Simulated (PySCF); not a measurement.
BFH, SMILES [BH]F (connectivity only; charge and spin as stated), charge +1, multiplicity 1. Coordinates come from a PBE-D3(BJ)/def2-TZVPD optimisation. The multiplicity is an assumed one; other spin states were not compared. The isomer is the one that the SMILES or the coordinates give; other isomers of the formula were not compared.

Computed with PBE-D3(BJ)/def2-TZVPD run with PySCF.

Harmonic wavenumbers (cm⁻¹): 713, 713, 1597, 2777. Rotational constants (GHz): 35.89 (linear); symmetry number 1.

Q: Work out the zero-point energy and the ideal-gas rigid-rotor harmonic-oscillator thermochemistry at 298.15 K and 1 atm.

A: ZPE = ½ Σ hcν = ½ × 5800 cm⁻¹ = 34.69 kJ/mol. H − E(el) = 43.94 kJ/mol. Entropy in J/(mol K): translation 151.50, rotation 51.16, vibration 2.47, total 205.13. G − E(el) = -17.22 kJ/mol. Cp = 36.05 J/(mol K).
